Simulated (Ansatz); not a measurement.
Basis-set series for `[F][Ge]([SH])[Cl]` radical. Total charge 0; spin multiplicity 2. The geometry is a stationary point of PBE0-D4/def2-TZVP. It is one conformer, not always the lowest.

```json
{"functional": "PBE0-D4", "basis": "def2-SVP", "functions": "87", "energy (Eh)": "-3034.66228", "HOMO (eV)": "-7.09", "LUMO (eV)": "-4.08"}
{"functional": "PBE0-D4", "basis": "def2-QZVPP", "functions": "316", "energy (Eh)": "-3035.42904", "HOMO (eV)": "-7.25", "LUMO (eV)": "-4.22"}
{"functional": "ωB97M-V", "basis": "def2-SVP", "functions": "87", "energy (Eh)": "-3035.12283", "HOMO (eV)": "-9.00", "LUMO (eV)": "-2.20"}
{"functional": "ωB97M-V", "basis": "def2-QZVPP", "functions": "316", "energy (Eh)": "-3035.88508", "HOMO (eV)": "-9.20", "LUMO (eV)": "-2.45"}
```

(1) Give the rows for def2-TZVPP. (Estimate.)

Results:

(1) Ansatz gave: 
```tsv
functional	basis	functions	energy (Eh)	HOMO (eV)	LUMO (eV)
PBE0-D4	def2-TZVPP	177	-3035.35267	-7.21	-4.17
ωB97M-V	def2-TZVPP	177	-3035.81143	-9.14	-2.37
```

HOMO and LUMO are taken over both spins. Scalar relativity is left out up to krypton.
